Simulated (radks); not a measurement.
The numbers below are computed, except where a source is named.
Species: Cl I. Configuration: [Ne] 3s2 3p3 3d2 (not the ground configuration). Code: a radial shooting solver on a logarithmic mesh with Libxc functionals. Model: non-relativistic Kohn-Sham, SOGGA, spin-unpolarised, spherical densities, point nucleus.

Radial electron density D(r) = 4 pi r^2 rho(r):

r (bohr)  D(r) (e/bohr)
0.01234           4.050
0.01414           5.001
0.01633           6.193
0.01886           7.582
0.02178           9.162
0.02516           10.90
0.02905           12.76
0.03355           14.63
0.03844           16.31
0.04439           17.84
0.05127           18.97
0.05921           19.53
0.06838           19.43
0.07897           18.66
0.0912            17.34
0.1045            15.84
0.1207            14.35
0.1394            13.38
0.1609            13.27
0.1859            14.12
0.2147            15.74
0.2479            17.58
0.284             18.90
0.328             19.21
0.3788            18.02
0.4375            15.43
0.5053            11.98
0.5835            8.466
0.6739            5.679
0.7721            4.106
0.8917            3.535
1.03              3.684
1.189             3.991
1.373             4.024
1.586             3.625
1.832             2.898
2.099             2.117
2.424             1.391
2.799            0.8694
3.233            0.5513
3.733            0.3779
4.312            0.2858
4.979            0.2295
5.705            0.1867
6.588            0.1432
7.609            0.1012
8.787           0.06486
10.15           0.03756
11.72           0.01951
13.54          0.008850
15.51          0.003593
17.91          0.001149
20.68         0.0002974

D(r) has 3 maxima, at r = 0.0621, 0.315, 1.30 bohr, and minima at 0.152, 0.913 bohr, inside which lie 2.17, 10.40 electrons.
